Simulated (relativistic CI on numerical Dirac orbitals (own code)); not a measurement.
## Hyperfine structure of Bi³¹⁺, mass number 207

Computed by Dirac-Coulomb-Breit CI, KLI orbitals optimised for each configuration, QED by a radiative potential, unscaled Slater integrals (own radial code, finite nucleus).

Configuration list (outside the closed core [Ar] 3d10 4p6 4d10): 4s2 4f6, 4s2 4f5 5s, 4s2 4f4 5s2, 4s 4f7, 4s2 4f5 6s, 4f8. Levels of other configurations are missing.

Nuclear spin I = 9/2, μ = 4.0729 μN, Q = -0.76 b (tables of Stone and Pyykkö). The electronic factors are computed for point nuclear moments, without core polarisation or the Bohr-Weisskopf and QED corrections.

| Level | E (cm⁻¹) | A (MHz) | B (MHz) |
| --- | --- | --- | --- |
| 4s2 4f6 7F_2 | 47540.9 | 1187 | -1740 |
| 4s2 4f6 7F_3 | 62333.1 | 1989 | -1260 |
| 4s2 4f6 7F_4 | 73298.5 | 2484 | 156 |
| 4s2 4f6 7F_5 | 80257.1 | 2916 | 2210 |

Levels with J = 0, under 50 % of one LS term, or S terms without an open s electron are left out. Small factors come from cancelling terms and can be off by tens of per cent or more.

At this charge energies of transitions that change n are usually good to better than 1 %, and those within a shell (Δn = 0) to a few per cent. Terms inside the open d or f shell come out 10 to 20 % too wide with unscaled integrals.

(1) Give the hyperfine levels of 4s2 4f6 7F_2 relative to its centre of gravity.

Results:

(1) With K = F(F + 1) − I(I + 1) − J(J + 1), E = AK/2 + B[¾K(K + 1) − I(I + 1)J(J + 1)]/[2I(2I − 1)J(2J − 1)]: F = 5/2: -13860, F = 7/2: -8941, F = 9/2: -3055, F = 11/2: 3475, F = 13/2: 10250 MHz.

LS names give the leading component of a level, which can be under half, so a name can repeat, a term be missing and a line seem to break the LS rules.
